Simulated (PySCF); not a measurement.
Mean polarisability (bohr³) of eight silicon and germanium compounds: PBE beside ωB97X, computed with PySCF for isolated molecules in the bases named; differences from unrounded values. The eight are the first of their class met in an unordered collection, after screening for sound electronic states; none was chosen by its value. Each molecule has one DFT geometry for both levels.

```
molecule                                                                                                 basis  ωB97X   PBE  difference
--------------------------------------------------------------------------------------------------  ----------  -----  ----  ----------
Ge(F)(Cl)2(OH) (Cl2FGeHO), SMILES [OH][Ge]([F])([Cl])[Cl]                                            def2-TZVP   52.0  55.0         3.1
CH5F3Si2, SMILES C(F)(F)([SiH3])[SiH2]F                                                              def2-TZVP   63.2  67.4         4.2
H₉NSi₃, SMILES [SiH3]N[SiH2][SiH3]                                                                   def2-TZVP   88.8  93.7         4.9
Si(F)3(SeH) (F₃HSeSi), SMILES F[Si](F)([SeH])F                                                       def2-TZVP   45.6  47.9         2.3
C3H6FNSi, SMILES F[SiH2]N1C=CC1                                                                      def2-TZVP   65.6  69.4         3.8
GeBr₂, SMILES [Br][Ge][Br] (connectivity only; charge and spin as stated), neutral, multiplicity 1  def2-TZVPD   78.8  82.2         3.4
C2H7F2NSi, SMILES N[SiH2]CC(F)F                                                                      def2-TZVP   57.8  61.2         3.3
C2H8OSi2, SMILES C1O[SiH2][Si@H]1C                                                                   def2-TZVP   79.3  83.5         4.2
```

PBE lies below ωB97X in 0 and above it in 8 of the eight; the mean signed difference is 3.6 and the largest 4.9 bohr³.
